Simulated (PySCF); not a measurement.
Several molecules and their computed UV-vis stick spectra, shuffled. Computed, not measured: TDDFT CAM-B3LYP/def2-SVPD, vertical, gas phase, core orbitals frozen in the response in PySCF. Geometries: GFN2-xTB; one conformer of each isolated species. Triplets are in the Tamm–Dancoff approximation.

A. `CCO[SiH2]/C=C/C#N`
B. `C[C@H](O[SiH2]C#N)C=C`
C. `C=C1C(C#N)=C1C#N`
D. `N(C=O)C1CC[SiH2]C=1`
E. `FC1C=C1`

Lowest singlet levels (six at most, fewer where fewer were computed) with oscillator strengths:

1. 6.19 eV (f 0.001); 7.14 eV (f 0.052); 7.82 eV (f 0.054); 8.49 eV (f 0.001); 8.52 eV (f 0.047); 8.92 eV (f 0.064); T1 4.74 eV
2. 6.12 eV (f 0.487); 6.22 eV (f 0.002); 6.55 eV (f 0.005); 6.66 eV (f 0.003); 7.30 eV (f 0.002); 7.35 eV (f 0.002); T1 3.60 eV
3. 6.87 eV (f 0.042); 6.97 eV (f 0.058); 7.16 eV (f 0.030); 7.41 eV (f 0.003); 7.55 eV (f 0.011); 7.55 eV (f 0.152); T1 4.49 eV
4. 5.36 eV (f 0.002); 5.74 eV (f 0.496); 6.00 eV (f 0.001); 6.72 eV (f 0.007); 6.76 eV (f 0.001); 7.13 eV (f 0.007); T1 3.87 eV
5. 3.24 eV (f 0.075); 4.93 eV (f 0.001); 5.06 eV (f 0.000); 5.55 eV (f 0.000); 6.13 eV (f 0.189); 6.44 eV (f 0.005); T1 2.07 eV

Problem. Match each spectrum to its molecule.

Solution. 1 = E, 2 = A, 3 = B, 4 = D, 5 = C.
- A: S1 at 6.12 eV, HOMO→LUMO (92%); Löwdin shares by element: HOMO carbon 65% or more, nitrogen 20%; LUMO carbon 68% or more, nitrogen 14% (atoms not listed hold the other 18%); HOMO -9.51 and LUMO -0.69 eV; point group Cs.
- B: S1 at 6.87 eV, HOMO→LUMO (46%), HOMO-3→LUMO (25%), HOMO-2→LUMO (13%); Löwdin shares by element: HOMO carbon 77% or more, oxygen 4% (atoms not listed hold the other 19%); LUMO carbon 27% or more, silicon 24%, nitrogen 17% (atoms not listed hold the other 33%); HOMO -9.43 and LUMO 0.16 eV.
- C: S1 at 3.24 eV, HOMO→LUMO (97%); Löwdin shares by element: HOMO carbon 79% or more (atoms not listed hold the other 21%); LUMO carbon 47% or more, nitrogen 28% (atoms not listed hold the other 25%); HOMO -8.75 and LUMO -2.69 eV; point group C2v, 2 of its 6 listed states under f = 0.0005.
- D: S1 at 5.36 eV, HOMO-1→LUMO (74%), HOMO-1→LUMO+5 (12%); Löwdin shares by element: HOMO carbon 51% or more, nitrogen 17%, oxygen 9% (atoms not listed hold the other 23%); LUMO carbon 54% or more, oxygen 16% (atoms not listed hold the other 30%); HOMO -8.03 and LUMO 0.46 eV.
- E: S1 at 6.19 eV, HOMO→LUMO (98%); Löwdin shares by element: HOMO carbon 65%, fluorine 26%; LUMO carbon 76% or more, hydrogen 16% or more; HOMO -9.87 and LUMO 0.70 eV; point group Cs.
A and E have S1 within 0.08 eV of each other; their strongest listed levels stand at 6.12 eV (f 0.487) and 8.92 eV (f 0.064).
